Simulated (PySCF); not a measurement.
**Electron correlation in Al⁺ (aluminium, charge +1)**

[Ne] 3s1 3p1, high-spin 3P determinant (an excited configuration). Calculation: PySCF 2.14, in x2c-QZVPPall with one added diffuse shell each of s, p, d, f type (10s7p5d3f1g, 86 functions); scalar relativity by spin-free X2C-1e. Frozen: 1s2; 10 electrons correlated.

| level | correlation energy (mhartree) |
| --- | --- |
| CCSD | -170.12 |
| (T) | -1.33 |
| CCSD(T) | -171.45 |

Diagnostics: T1 = 0.0048, D1 = 0.0158, largest double amplitude 0.031.

Cost of the coupled-cluster step: roughly 17 core-seconds, for 10 correlated electrons.

This basis was not built for core-valence correlation, so the inner-shell part is incomplete.
